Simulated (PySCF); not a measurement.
# Hartree-Fock beside MP2: BClGeH3N

Calculated results; nothing here was measured. The program is PySCF 2.14.0, an open-source quantum chemistry code, run on an isolated molecule that a program drew, which may never have been made. The molecule is BClGeH3N (charge 0, singlet), drawn as the SMILES string `ClB[NH][GeH]`.

The geometry was optimised and harmonic frequencies were computed with HF and MP2, all in the cc-pV(D+d)Z basis, for the commonest isotopes, with a restricted reference for singlets and an unrestricted one otherwise, and a frozen core in MP2. Germanium has the cc-pVDZ-PP basis, with a core potential (ECP10MDF) in place of its 10 inner electrons, and its 3s, 3p and 3d shells are frozen in MP2. Each result is a local minimum of its method.

Geometry at the HF minimum:
```xyz
7
BClGeH3N, angstrom
Cl   -2.3679   -0.7042   -1.9449
B    -1.2673   -0.4690   -0.5550
N     0.0113   -1.0457   -0.5354
Ge    0.8505   -2.1184   -1.8252
H    -1.6778    0.1993    0.3458
H     0.5337   -0.8417    0.2975
H     2.1732   -2.2589   -0.9492
```

Lengths of the bonds as drawn, in Å (atoms numbered as above):
```
  bond     HF    MP2
Cl1-B2  1.788  1.774
 B2-N3  1.403  1.420
N3-Ge4  1.876  1.898
 B2-H5  1.194  1.204
 N3-H6  1.004  1.022
Ge4-H7  1.593  1.600
```

Rotational constants, in GHz:
```
constant,HF,MP2
A,9.461,9.214
B,1.548,1.567
C,1.33,1.339
```

Harmonic frequencies in cm^-1, each column in rising order, so a row needn't be the same motion in every method:
| rank | HF | MP2 |
|---|---|---|
| 1 | 124 | 115 |
| 2 | 194 | 173 |
| 3 | 272 | 273 |
| 4 | 456 | 432 |
| 5 | 580 | 567 |
| 6 | 760 | 739 |
| 7 | 797 | 785 |
| 8 | 879 | 831 |
| 9 | 953 | 889 |
| 10 | 1120 | 1054 |
| 11 | 1335 | ? |
| 12 | 1420 | 1326 |
| 13 | 1967 | 1934 |
| 14 | 2754 | 2688 |
| 15 | 3796 | 3593 |

**Estimate the missing MP2 frequency from the HF column.**

A single factor s that minimises the squared misfit of MP2 against s times HF over the other rows is sum(HF x MP2) / sum(HF^2) = 0.9579, with an rms misfit of 27 cm^-1. For rank 11 it gives 0.9579 x 1335 = 1279 cm^-1. The calculation gives 1250 cm^-1, 29 cm^-1 below the estimate. The drawn bonds are on average 0.8 % longer in MP2 than in HF.
